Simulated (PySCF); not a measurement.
# C₆ coefficients of unlike pairs at UHF

Calculated with PySCF 2.14 from the dipole response of each species, C₆(A,B) = (3/π) ∫ α_A(iu) α_B(iu) du, in atomic units, from isotropic polarisabilities. For ions this is the dispersion term alone; charge-induced terms of lower order in 1/R come first.

```
species           configuration                                    basis      relativity  α (bohr³)  C₆ (like pair)
      I  [Kr] 4d10 5s2 5p5 (2P)  aug-cc-pVTZ-PP with ECP28MDF (6s5p4d2f)  core potential      31.73           338.8
    S²⁺       [Ne] 3s2 3p2 (3P)                 dyall-acv3z (19s12p6d4f)   spin-free X2C      7.457           27.18
    Cu⁺          [Ar] 3d10 (1S)                aug-cc-pVDZ-DK (7s6p4d2f)   spin-free X2C      4.896           14.98
   Zn³⁺           [Ar] 3d9 (2D)                aug-cc-pVDZ-DK (7s6p4d2f)   spin-free X2C      1.302           2.883
```

Task: Estimate C₆ for Zn³⁺ with Cu⁺.

Result: The integral gives 6.215. The combination rule 2 C_A C_B / (C_A α_B/α_A + C_B α_A/α_B) gives 5.826 and the geometric mean 6.572.

No spin-orbit coupling is included.

The other pairs:

| pair | C₆ |
| --- | --- |
| Cu⁺, S²⁺ | 19.49 |
| Cu⁺, I | 66.11 |
| Zn³⁺, S²⁺ | 7.388 |
| Zn³⁺, I | 23.78 |
| S²⁺, I | 94.64 |
